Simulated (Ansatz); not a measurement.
Tuning the range parameter of LC-ωPBE so that −HOMO meets the ionisation energy; basis def2-TZVP, Ansatz. System: Ba2O2. The state is a singlet with charge 0. Geometry: PBE0-D4/def2-TZVP. The ionised state is a doublet.

Geometry of the singlet:

Cartesian coordinates in Å:
```
Ba -0.313 0.680 -1.560
Ba 0.313 -0.680 1.560
O -1.302 0.374 0.424
O 1.302 -0.374 -0.424
```

In the def2 sets Ba takes a core potential; there is no spin–orbit coupling. The structure comes from a short search, and lower isomers may exist.

```
ω (1/bohr)  HOMO (eV)  LUMO (eV)  vertical IE (eV)  HOMO + IE (eV)
       0.1      -5.14      -0.13              6.49            1.35
      0.15      -5.64       0.12              6.49            0.85
       0.2      -6.06       0.25              6.51            0.45
       0.3      -6.72       0.35              6.59           -0.13
```

Q: Where does the tuning condition hold?

A: Near ω = 0.28 bohr⁻¹, by linear interpolation.
